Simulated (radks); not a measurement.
Problem. These are the eigenvalues of the occupied orbitals of an atom or ion with whole-number occupations (eV). Method: Dirac Kohn-Sham, PBEsol, spin-unpolarised, spherical densities, point nucleus; computed with a radial shooting solver on a logarithmic mesh with Libxc functionals.

| orbital | eigenvalue |
|---|---|
| 1s1/2 | -10955.83 |
| 2s1/2 | -1377.102 |
| 2p1/2 | -1226.027 |
| 2p3/2 | -1194.194 |
| 3s1/2 | -175.0744 |
| 3p1/2 | -125.2900 |
| 3p3/2 | -121.0116 |
| 3d3/2 | -36.6536 |
| 3d5/2 | -36.0676 |
| 4s1/2 | -17.9193 |
| 4p1/2 | -9.4856 |
| 6p1/2 | -0.7075 |

Which element is it, and in what charge state? The configuration may be excited. Open shells, if any, fill j = l - 1/2 first.

Solution. Z = 32, germanium, charge 0: Ge in [Ar] 3d10 4s2 4p1 6p1. The list shows which subshells hold electrons but not how many an open one holds; the 1s level, -402.62 hartree, gives Z - s = 28.4 by -(Z - s)^2/2, which with screening and relativity narrows Z to a few neighbours, and the depths of the outer levels then fix element, charge and occupations together.
